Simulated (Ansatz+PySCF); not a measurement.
## singlet CuCl: levels of theory in one basis

```xyz
2

Cu    0.0000    0.0000   -0.8315
Cl    0.0000    0.0000    1.4184
```

Basis set: def2-SVP (spherical functions). Left uncorrelated: 10 orbitals. Charge 0, multiplicity 1.

Computed with Ansatz (development build ahead of 0.2.0); each method stands on the lowest determinant of its kind that the runs found.

```json
{"method": "RHF", "E − E(RHF) (eV)": "0.00", "<S²> of the determinant": "0.00"}
{"method": "RHF-MP2", "E − E(RHF) (eV)": "-13.58", "<S²> of the determinant": "–"}
{"method": "RHF-CCSD(T)", "E − E(RHF) (eV)": "-13.29", "<S²> of the determinant": "–"}
```

(1) What does RHF-CCSD give on the same scale?

(2) Is a single determinant a sound starting point here?

Answers

(1) -12.85 eV.

(2) By this sign, yes. Unrestricted orbitals gain 0.00 eV and <S²> is 0.00 against 0.00 for a pure state.
